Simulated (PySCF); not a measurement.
A geometry optimisation, step by step.

C3H7Tl.
SMILES with atom numbers: `[CH2:1]=[CH:2][TlH:3][CH3:4]` (hydrogens: H5, H6 on C1; H7 on C2; H8 on Tl3; H9, H10, H11 on C4)

Computed by this run: PBE0-D3(BJ)/def2-SVP geometry optimisation, gas phase, def2 core potentials past Kr in PySCF; density fitting, grid level 1; the optimiser is geomeTRIC in internal coordinates, started from a GFN2-xTB structure with every atom displaced at random (about 0.01 Å). The frame can shift and turn from step to step; on so coarse a grid that alone can change the energy by a few meV, and forces under 0.02 eV/Å are noise.

Step 0: E = -7910.3877 eV, largest atomic force 3.414 eV/Å
```
atom  x, y, z in Å  |  force x, y, z in eV/Å
C1     -2.627    0.315    0.130   -2.443   2.383   0.097
C2     -1.569   -0.422    0.041    2.742  -0.943  -0.146
Tl3     0.479    0.529   -0.026    0.579  -0.094   0.024
C4      2.574   -0.543   -0.145   -1.985  -0.298   1.095
H5     -3.649   -0.087    0.150   -0.004  -0.183   0.049
H6     -2.606    1.424    0.161    0.109  -0.359   0.018
H7     -1.697   -1.495    0.010    0.173  -0.609  -0.051
H8      0.491    2.367    0.073   -0.058  -0.680  -0.046
H9      2.972   -0.578    0.875    0.019   0.085   0.144
H10     3.205    0.026   -0.768    0.984   0.974  -1.014
H11     2.464   -1.560   -0.515   -0.116  -0.277  -0.169
```

Step 1: E = -7910.6484 eV, largest atomic force 0.446 eV/Å
```
atom  x, y, z in Å  |  force x, y, z in eV/Å
C1     -2.561    0.337    0.128    0.119  -0.127  -0.084
C2     -1.450   -0.409    0.037   -0.422   0.133   0.050
Tl3     0.500    0.555   -0.018    0.405  -0.065   0.028
C4      2.437   -0.537   -0.132   -0.107   0.160  -0.116
H5     -3.562   -0.110    0.152   -0.066  -0.050   0.035
H6     -2.539    1.433    0.165    0.053  -0.001   0.014
H7     -1.558   -1.500    0.002    0.046  -0.003  -0.018
H8      0.494    2.308    0.070   -0.042   0.053  -0.005
H9      2.860   -0.584    0.881    0.048   0.032   0.016
H10     3.114    0.038   -0.787   -0.029  -0.143   0.115
H11     2.303   -1.557   -0.513   -0.005   0.011  -0.034
```

Step 2: E = -7910.6549 eV, largest atomic force 0.134 eV/Å
```
atom  x, y, z in Å  |  force x, y, z in eV/Å
C1     -2.591    0.325    0.124    0.099   0.090   0.008
C2     -1.454   -0.376    0.036   -0.083  -0.001   0.002
Tl3     0.538    0.577   -0.015   -0.116   0.029   0.016
C4      2.440   -0.541   -0.133   -0.025  -0.017  -0.017
H5     -3.578   -0.156    0.158    0.032  -0.019  -0.010
H6     -2.600    1.421    0.170    0.004   0.011   0.001
H7     -1.542   -1.469   -0.004    0.095  -0.041  -0.008
H8      0.543    2.338    0.068   -0.042  -0.021   0.001
H9      2.868   -0.594    0.879    0.016   0.001  -0.003
H10     3.134    0.006   -0.785    0.017  -0.030   0.013
H11     2.282   -1.558   -0.513    0.004  -0.002  -0.003
```

Step 3: E = -7910.6587 eV, largest atomic force 0.052 eV/Å
```
atom  x, y, z in Å  |  force x, y, z in eV/Å
C1     -2.572    0.328    0.124   -0.031  -0.028   0.019
C2     -1.444   -0.384    0.035    0.030   0.036  -0.003
Tl3     0.530    0.591   -0.013   -0.017   0.026   0.000
C4      2.424   -0.542   -0.133   -0.003  -0.014   0.014
H5     -3.560   -0.153    0.157   -0.001   0.031  -0.009
H6     -2.574    1.424    0.172    0.001  -0.011  -0.003
H7     -1.519   -1.478   -0.008    0.023   0.009  -0.002
H8      0.518    2.352    0.069   -0.035  -0.038   0.003
H9      2.854   -0.597    0.878    0.006  -0.008  -0.005
H10     3.126   -0.008   -0.786    0.034   0.000  -0.017
H11     2.256   -1.558   -0.511   -0.008  -0.004   0.004
```

Step 4: E = -7910.6596 eV, largest atomic force 0.099 eV/Å
```
atom  x, y, z in Å  |  force x, y, z in eV/Å
C1     -2.569    0.326    0.126   -0.015   0.030   0.002
C2     -1.436   -0.379    0.036   -0.024  -0.041   0.001
Tl3     0.529    0.603   -0.011    0.098  -0.017  -0.008
C4      2.420   -0.545   -0.134   -0.025   0.017   0.013
H5     -3.559   -0.149    0.153    0.013  -0.018  -0.001
H6     -2.570    1.422    0.176   -0.007   0.011   0.001
H7     -1.498   -1.474   -0.011   -0.011   0.004  -0.003
H8      0.499    2.357    0.071   -0.018   0.013   0.004
H9      2.853   -0.603    0.876   -0.006  -0.004   0.000
H10     3.130   -0.022   -0.788    0.009   0.007  -0.015
H11     2.241   -1.561   -0.509   -0.014  -0.002   0.003
```

Step 5: E = -7910.6602 eV, largest atomic force 0.041 eV/Å
```
atom  x, y, z in Å  |  force x, y, z in eV/Å
C1     -2.567    0.327    0.127   -0.007  -0.007  -0.005
C2     -1.432   -0.374    0.036    0.012  -0.007   0.001
Tl3     0.535    0.610   -0.011    0.041  -0.003  -0.004
C4      2.417   -0.547   -0.134    0.007   0.004   0.003
H5     -3.553   -0.159    0.151   -0.006   0.005   0.004
H6     -2.577    1.423    0.179   -0.001   0.000   0.002
H7     -1.491   -1.469   -0.013   -0.016   0.001  -0.002
H8      0.497    2.364    0.072   -0.013   0.011   0.004
H9      2.851   -0.607    0.875   -0.004  -0.003   0.000
H10     3.131   -0.032   -0.791   -0.004   0.001  -0.005
H11     2.228   -1.562   -0.507   -0.007   0.000   0.003
```

Step 6: E = -7910.6604 eV, largest atomic force 0.027 eV/Å
```
atom  x, y, z in Å  |  force x, y, z in eV/Å
C1     -2.564    0.326    0.127    0.001  -0.002   0.000
C2     -1.429   -0.374    0.035    0.023   0.014  -0.003
Tl3     0.539    0.615   -0.011   -0.011   0.010  -0.001
C4      2.415   -0.548   -0.135    0.023  -0.007  -0.003
H5     -3.550   -0.158    0.152   -0.002  -0.002   0.001
H6     -2.573    1.422    0.182   -0.001   0.000   0.001
H7     -1.488   -1.469   -0.016   -0.012   0.000   0.000
H8      0.490    2.370    0.074   -0.009  -0.011   0.003
H9      2.850   -0.610    0.874   -0.001   0.000  -0.001
H10     3.132   -0.039   -0.794   -0.008  -0.003   0.002
H11     2.218   -1.562   -0.505   -0.002   0.001   0.001
```

Problem. Summarise the path.

Solution. The energy falls by 0.2727 eV from step 0 to step 6; nine tenths of that is first reached at step 1. It falls at every step. The largest force goes from 3.414 to 0.027 eV/Å. Among the bonds Tl3–C4 changes most, from 2.357 to 2.210 Å; the atoms move by 0.138 Å rms after alignment.

Problem. Follow the three bonds and two angles with the largest change from start to end.

Solution. 
| step | E above end (eV) | largest force (eV/Å) | Tl3–C4 (Å) | Tl3–H8 (Å) | C2–Tl3 (Å) | C4–Tl3–H8 (°) | C2–Tl3–C4 (°) |
| --- | --- | --- | --- | --- | --- | --- | --- |
| 0 | 0.2727 | 3.414 | 2.357 | 1.840 | 2.259 | 116.8 | 128.0 |
| 1 | 0.0120 | 0.446 | 2.226 | 1.756 | 2.176 | 119.7 | 124.3 |
| 2 | 0.0055 | 0.134 | 2.210 | 1.763 | 2.209 | 120.3 | 124.0 |
| 3 | 0.0017 | 0.052 | 2.210 | 1.762 | 2.203 | 121.4 | 122.8 |
| 4 | 0.0008 | 0.099 | 2.216 | 1.757 | 2.197 | 122.3 | 122.2 |
| 5 | 0.0002 | 0.041 | 2.213 | 1.757 | 2.200 | 122.9 | 121.9 |
| 6 | 0.0000 | 0.027 | 2.210 | 1.758 | 2.203 | 123.5 | 121.6 |

What follows is the cost of the whole optimisation. Hardware: Arm Neoverse V2, one thread, no GPU (shared host). Cost: 31 s of wall time, 0.43 GiB resident at most.
